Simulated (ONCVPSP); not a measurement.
# Be, ONCV: configuration errors across variants

ONCVPSP 4.0.1 input, shortened (lines: element, Z, core and valence counts, functional; n l f; lmax; l rc ep ncon nbas qcut; lloc lpopt rc5 dvloc0; l nproj debl; icmod fcfact rcfact), LDA (Perdew-Zunger), fully relativistic:

```
  Be 4.00    1    1        3      upf
    1    0    2.00
    2    0    2.00
    2
    0    1.40    0.00    5    8    5.30
    1    1.10    0.08    3    7    6.80
    2    1.35    0.16    5    8    6.20
    4    5    1.00    0.00
    0    2    0.40
    1    2    2.60
    2    2    3.40
    3    1.75    1.35
```

Open shells are filled in proportion to 2j + 1.

All-electron excitation energies from the reference (eV): (1) 2s1 9.520; (2) 2s1.5 3.752; (3) 2s1 2p1 3.519; (4) 2s0 2p2 7.071.

A true bound ghost makes a file unfit for plane-wave use even where its test errors are small: the radial tests pick states by their node count and pass the ghost by.

Errors AE − PS in meV (a dash: test not solved or not reliable):

```tsv
change	(1)	(2)	(3)	(4)	bound ghosts	GHOST(+) flags above zero
base	+11	+1.6	+4.1	+17	s	none
core correction Teter function, fcfact 1.4, rcfact 1.35	+12	+1.7	+4.3	+18	s	none
core correction Teter function, fcfact 3.1, rcfact 1.35	+7.9	+1.2	+3.7	+15	s	none
core correction Teter function, fcfact 3.8, rcfact 1.35	+6.6	+1.0	+3.6	+15	s	none
core correction Teter function, fcfact 4.8, rcfact 1.35	+5.0	+0.7	+3.4	+14	s	none
core correction Teter function, fcfact 5.6, rcfact 1.35	+3.8	+0.6	+3.3	+13	s	none
core correction Teter function, fcfact 6.8, rcfact 1.35	+2.3	+0.4	+3.1	+12	s	none
core correction Teter function, fcfact 7.5, rcfact 1.35	+1.5	+0.3	+3.0	+12	s	none
```

Problem. Give the same row for: core correction Teter function, fcfact 2.3, rcfact 1.35.

Solution. +9.6, +1.4, +3.9, +16; bound ghosts: s; GHOST(+) flags above zero: none.
